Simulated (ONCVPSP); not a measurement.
**What one change does to a pseudopotential (Bi (Z = 83), ONCV)**

bismuth (Bi), optimised norm-conserving Vanderbilt (ONCV), made with ONCVPSP 4.0.1 (BLYP, scalar-relativistic). Core [Xe] 4f14 5d10, reference 6s2 6p3. Waves: 6s: rc 1.80 bohr, ncon 4, nbas 8, qcut 3.1 1/bohr, 2 projectors, debl 3.6 Ha; 6p: rc 2.45 bohr, ncon 5, nbas 8, qcut 4 1/bohr, 2 projectors, debl 3.6 Ha; d scattering state at 0.1 Ha: rc 2.65 bohr, ncon 3, nbas 7, qcut 3.5 1/bohr, 2 projectors, debl 3.9 Ha. Local part: polynomial inside 1.60 bohr (lpopt 5, dvloc0 2 Ha). Core correction: polynomial model core, fcfact 0.65.

Change: p: qcut 2.3.

Cutoffs: the cutoffs (Ha) at which the residual kinetic energy of the hardest occupied pseudo-wave falls to 1 and 0.1 mHa per electron; they do not see the model core or the augmentation charge, which bear on the density cutoff. Errors are all-electron minus pseudo energies relative to the spin-unpolarised reference configuration.

**Question.** Predict the effect on cutoff, ghosts and configuration errors.

**Answer.** The potential gets neither clearly harder nor softer (18 Ha and 44 Ha → 18 Ha and 44 Ha); the s channel sets the loose cutoff, while the largest relative change is in p, which becomes harder; the errors of the 4 common tests hardly move; neither file shows a bound ghost.

| quantity | base | changed |
| --- | --- | --- |
| cutoff, loose | 18 Ha | 18 Ha |
| cutoff, tight | 44 Ha | 44 Ha |
| loose cutoff by channel | s 18 Ha, p 6.1 Ha | s 18 Ha, p 12 Ha |
| bound ghosts | none | none |
| GHOST(+) flags under 300 eV | s at 49.7 eV, p at 115.7 eV, d at 126.5 eV | s at 49.7 eV, p at 120.7 eV, d at 126.5 eV |
| error for 6s2 6p2, meV [ΔE 7.82 eV] | -12 | -13 |
| error for 6s2 6p1, meV [ΔE 23.04 eV] | -71 | -72 |
| error for 6s2 6p0, meV [ΔE 46.46 eV] | -225 | -233 |
| error for 6s1 6p0, meV [ΔE 91.94 eV] | -735 | -762 |
| s: phases at 1.83 bohr within 0.05 rad from the reference energy up to (Ha; the scan ends near 5) | 1.8 | 1.8 |
| p: phases at 2.49 bohr within 0.05 rad from the reference energy up to (Ha; the scan ends near 5) | 4.1 | 4.2 |
| d: phases at 2.69 bohr within 0.05 rad from the reference energy up to (Ha; the scan ends near 5) | 0.4 | 0.4 |
| rms error of d²Exc/dni dnj with the model core, mHa | 0.74 | 0.71 |
